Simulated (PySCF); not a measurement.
Method: PBE-D3(BJ)/def2-TZVP // PBE0-D4/def2-TZVP (PySCF). All species are isolated molecules in the gas phase. One relaxed conformer stands for a flexible species; it need not be the lowest. 

Reference species (SMILES): `B=NBN` (neutral, multiplicity 1).

```yaml
LUMO: -1.23 eV
```

Changed species: `BNB=N`.

### Question
Give the shifts of the LUMO.

### Answer
the LUMO falls by 0.37 eV, to -1.60 eV.
